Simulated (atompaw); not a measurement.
**An all-electron radial function and its pseudo partner (carbon)**

Columns: radius, all-electron u(r) and pseudo u(r) of the 2s shell (level -13.74 eV) of carbon in the configuration [He] 2s2 2p2; PBE, non-relativistic, PAW (atompaw) scheme, atompaw 4.2.0.5.

| r (bohr) | all-electron | pseudo |
| --- | --- | --- |
| 0.073 | 0.2891 | -0.0944 |
| 0.146 | 0.3495 | -0.1876 |
| 0.219 | 0.2885 | -0.2781 |
| 0.292 | 0.1682 | -0.3647 |
| 0.365 | 0.0242 | -0.4464 |
| 0.438 | -0.1228 | -0.5220 |
| 0.512 | -0.2632 | -0.5918 |
| 0.585 | -0.3873 | -0.6530 |
| 0.658 | -0.4949 | -0.7062 |
| 0.731 | -0.5855 | -0.7511 |
| 0.804 | -0.6594 | -0.7875 |
| 0.877 | -0.7173 | -0.8156 |
| 0.950 | -0.7607 | -0.8355 |
| 1.023 | -0.7910 | -0.8476 |
| 1.096 | -0.8100 | -0.8526 |
| 1.169 | -0.8192 | -0.8509 |
| 1.242 | -0.8200 | -0.8434 |
| 1.315 | -0.8140 | -0.8309 |
| 1.388 | -0.8023 | -0.8141 |
| 1.462 | -0.7857 | -0.7936 |
| 1.535 | -0.7657 | -0.7706 |
| 1.608 | -0.7430 | -0.7457 |
| 1.681 | -0.7181 | -0.7193 |
| 1.754 | -0.6916 | -0.6921 |
| 1.827 | -0.6642 | -0.6643 |
| 1.900 | -0.6362 | -0.6362 |

(1) How many radial nodes do the two functions have?

(2) Where does each function peak?

(3) Is the pseudo-wave norm-conserving?

## Answers

(1) The all-electron 2s function has n − l − 1 = 1; the pseudo-wave has 0, since the states of the same l below it are removed with the core.

(2) Outermost all-electron maximum near 1.24 bohr, pseudo maximum near 1.10 bohr (to the table’s step).

(3) No, it belongs to a PAW set: the norm inside the radius is not constrained, and the difference is carried by the augmentation charge.
